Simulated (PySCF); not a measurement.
**Computed properties of C2H8N2Si2, SMILES CC1=N[Si@@H](N)[SiH2]1**

C2H8N2Si2, SMILES CC1=N[Si@@H](N)[SiH2]1. The structure is a stationary point at TPSSh-D3(BJ)/def2-SVP. The structure was generated by enumeration; whether it is a known compound was not checked. Other conformers were not sampled. All values are computed for the isolated molecule unless a solvent is named; none is compared with measurement here.

**Structure.** All 36 harmonic modes at TPSSh-D3(BJ)/def2-SVP (PySCF) are real, so it is a minimum. With heavy atoms numbered as in [CH3:1][C:2]1=[N:3][Si@@H:4]([NH2:5])[SiH2:6]1, the shortest bond between them is C2–N3 at 1.299 Å and the longest Si4–Si6 at 2.339 Å.

**Vibrations.** The strongest infrared lines (harmonic, unscaled, degenerate partners summed) lie at 924 cm⁻¹ (279 km/mol, H 75 %, Si 14 %, N 11 %), 2201 cm⁻¹ (144 km/mol, H 98 %), 2261 cm⁻¹ (143 km/mol, H 97 %). The softest mode is at 77 cm⁻¹ and the zero-point energy is 62.6 kcal/mol.

**Electronic structure.** ωB97X/def2-TZVP (PySCF) places the frontier levels at -8.72 and 1.53 eV, a gap of 10.25 eV, and gives a dipole moment of 1.15 D and a mean polarisability of 89.6 bohr³. PBE/def2-TZVP (PySCF) at the same geometry gives -5.10 and -1.81 eV, so its gap is 6.96 eV narrower. An orbital gap is neither the optical nor the fundamental gap.

**Excitations.** TDDFT-PBE0/def2-SVPD (PySCF) has S1 at 3.78 eV (328 nm, f = 0.000, dark); the most intense of the 10 singlets computed lies at 6.56 eV (f = 0.07). T1 (TDA) is at 3.07 eV. TDDFT-PBE/def2-SVPD (PySCF) puts S1 at 3.55 eV. No vertical singlet excitation falls in the visible range (under 3.1 eV).

**NMR.** GIAO shifts at KT2/pcSseg-1 (PySCF) (non-relativistic, atoms alike by connectivity averaged): ¹³C from 38.1 to 203.1 ppm against TMS; ¹H from 1.7 to 6.1 ppm against TMS; ²⁹Si from -29.8 to -23.8 ppm against TMS.
